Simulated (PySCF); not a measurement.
FH3MoN2O, SMILES [F][Mo]([OH])(=[NH])=[NH], multiplicity 1. Atoms are numbered in the order given.

```xyz
8

Mo    -0.0131    -0.0010    -0.0138
N     -1.4383    -0.9632    -0.2676
H     -2.0380    -1.6696    -0.7073
N      1.2389    -0.4775    -1.1269
H      1.6077    -1.0334    -1.9078
F     -0.4312     1.8027    -0.3273
O      0.5886    -0.3654     1.7507
H      1.5480    -0.4715     1.8944
```
Charge 0, spin multiplicity 1.

Geometry optimised at PBE-D3(BJ)/def2-SVP. The multiplicity is an assumed one; no other spin state was optimised. The structure was generated by enumeration; whether it is a known compound was not checked. The def2 effective core potentials stand for the cores of Mo; spin–orbit coupling is left out. Other conformers were not sampled.

Calculation: PBE/def2-TZVP (PySCF).

Atomic charges (e):

```
atom  Mulliken  Löwdin
----  --------  ------
Mo1        [?]    0.69
N2         [?]   -0.32
H3        0.24    0.16
N4         [?]   -0.33
H5        0.24    0.16
F6       -0.44   -0.24
O7       -0.65   -0.28
H8         [?]    0.18
```

**Question.** What belongs in the gaps? (The exact figures need the calculation; the answer reports its results.)

**Answer.** 
- Mo1, Mulliken: 1.56
- N2, Mulliken: -0.66
- N4, Mulliken: -0.62
- H8, Mulliken: 0.34
